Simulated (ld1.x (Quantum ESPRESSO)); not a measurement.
# What one change does to a pseudopotential (Bi, TM)

ld1.x (Quantum ESPRESSO) 7.5 input, shortened:

```
&input
   title='Bi', zed=83., rel=1, dft='PBE', iswitch=3,
   config='[Xe] 4f14 5d10 6s2 6p3 6d-2'
 /
 &inputp
   pseudotype=2, tm=.true., lloc=-2, rcloc=1.80,
   nlcc=.false.
 /
3
6S  1  0   2.00   0.00  1.65  1.65  0.0
6P  2  1   3.00   0.00  2.60  2.60  0.0
6D  3  2  -2.00   0.25  2.40  2.40  0.0
 &test
   configts(1)='6s2 6p3'
 /
```

All-electron outer shells of the reference configuration (PBE, scalar-relativistic, ld1.x):

| shell | level (eV) | outermost node (bohr) | outermost maximum (bohr) |
| --- | --- | --- | --- |
| 5p | -95.86 | 0.48 | 0.86 |
| 5d | -27.08 | 0.51 | 1.03 |
| 6s | -14.48 | 0.98 | 1.88 |
| 6p | -4.57 | 1.14 | 2.44 |

Change: local potential all-electron potential smoothed inside 1.04 bohr (lloc = -2).

Cutoffs: the cutoffs (Ry, on a coarse ladder) from which the occupation-weighted sum of valence levels, in a spherical-Bessel basis at the reference potential, stays within 10 and 1 mRy of its value at 400 Ry; they do not see the model core or the augmentation charge, which bear on the density cutoff. Errors are all-electron minus pseudo energies relative to the spin-unpolarised reference configuration.

Question: Predict the effect on cutoff, ghosts and configuration errors.

Answer: The potential gets neither clearly harder nor softer (30 Ry and 70 Ry → 30 Ry and 70 Ry); a bound ghost appears in d, p, s, which as a rule spoils a file; of the 7 tests that both files solve, the error grows in 2 and shrinks in 4 by more than 15 % and 0.3 meV (median size 20.9 → 2.3 meV); the range in which the s phases agree widens (upper end 0.4 → 1.4); the range in which the p phases agree widens (upper end 1.7 → 2.7). In the separable form a ghost depends on how the local part lies against the semilocal potential of the channel, so the choice of the local part can create or remove one.

```csv
quantity,base,changed
"cutoff, loose",30 Ry,30 Ry
"cutoff, tight",70 Ry,70 Ry
bound ghosts,none,"s, p, d"
"error for 6s2 6p2, meV [ΔE 7.91 eV]",+1.4,-2.3
"error for 6s2 6p1, meV [ΔE 23.16 eV]",+21,+1.0
"error for 6s2 6p0, meV [ΔE 46.50 eV]",+121,+72
"error for 6s0 6p5, meV [ΔE 20.50 eV]",+77,+71
"error for 6s1 6p3, meV [ΔE 18.73 eV]",+6.2,-1.6
"error for 6s2 6p2.5, meV [ΔE 3.10 eV]",-0.4,-1.2
"error for 6s1 6p0, meV [ΔE 91.91 eV]",+288,+196
s: phases at 2.86 bohr within 0.05 rad from the reference energy up to (Ry; the scan ends near 5),0.4,1.4
p: phases at 2.86 bohr within 0.05 rad from the reference energy up to (Ry; the scan ends near 5),1.7,2.7
d: phases at 2.86 bohr within 0.05 rad from the reference energy up to (Ry; the scan ends near 5),0.6,0.8
```

 A true bound ghost makes a file unfit for plane-wave use even where its test errors are small: the radial tests pick states by their node count and pass the ghost by.
